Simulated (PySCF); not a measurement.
Compound: N-tert-butylformamide, C5H11NO.
Cartesian coordinates in Å at the GFN2-xTB level; atoms count from 1:
```
atom  x, y, z in Å
C1    -0.4352    0.3835    1.4298
C2    -0.1928    0.1861   -0.0685
C3    -1.0354   -0.9792   -0.5931
C4    -0.5257    1.4665   -0.8327
N5     1.2270   -0.1059   -0.2931
C6     1.8857   -1.1576    0.2194
O7     1.4303   -2.0172    0.9325
H8     0.1716    1.2033    1.8081
H9    -1.4819    0.6092    1.6123
H10   -0.1715   -0.5232    1.9660
H11   -2.0916   -0.7751   -0.4406
H12   -0.7730   -1.8892   -0.0615
H13   -0.8558   -1.1304   -1.6556
H14   -0.3453    1.3366   -1.8981
H15   -1.5734    1.7184   -0.6927
H16    0.0769    2.2978   -0.4717
H17    1.7321    0.5408   -0.8766
H18    2.9494   -1.1581   -0.0956
```

Theory: PySCF, TDDFT CAM-B3LYP/def2-SVPD, vertical, gas phase, core orbitals frozen in the response.

Lowest singlets, with some entries withheld (?).

| state | ν̃ (cm⁻¹) | f | main configurations (H = HOMO, L = LUMO) |
| --- | --- | --- | --- |
| S1 | 46150 | ? | H→L+2 (94%) |
| S2 | 55810 | ? | H-1→L (81%), H-1→L+1 (14%) |
| S3 | 57140 | ? | H→L (59%), H-1→L+2 (20%), H→L+1 (16%) |
| S4 | 61070 | ? | H-1→L+2 (73%), H→L (12%) |
| S5 | 64880 | ? | H-1→L+1 (72%), H-1→L (14%) |
| S6 | 65640 | ? | H→L+1 (64%), H→L (12%), H→L+3 (10%) |
| S7 | 67200 | ? | H→L+3 (48%), H→L+6 (15%), H→L (14%) |
| S8 | 67930 | ? | H-1→L+3 (71%), H-1→L+5 (10%) |

**Question.** What stands in place of each question mark?

**Answer.** 
- S1: f = 0.0012
- S2: f = 0.014
- S3: f = 0.040
- S4: f = 0.207
- S5: f = 0.0061
- S6: f = 0.077
- S7: f = 0.0098
- S8: f = 0.0019

**Question.** How far apart are S3 and S4, in eV and cm⁻¹?

**Answer.** 7.571 − 7.084 = 0.487 eV, or about 3930 cm⁻¹.

**Question.** Which level carries the most intensity, and what share of the listed sum of f?

**Answer.** S4, with f = 0.207 of 0.357, 58%.

**Question.** Where do the lowest triplets lie (Tamm–Dancoff)?

**Answer.** T1 5.23 eV, H→L+2 (92%); T2 5.44 eV, H-1→L+2 (88%); T3 6.76 eV, H-1→L (78%), H-1→L+1 (15%). E(S1) − E(T1) = +0.50 eV.

One conformer stands for the species.
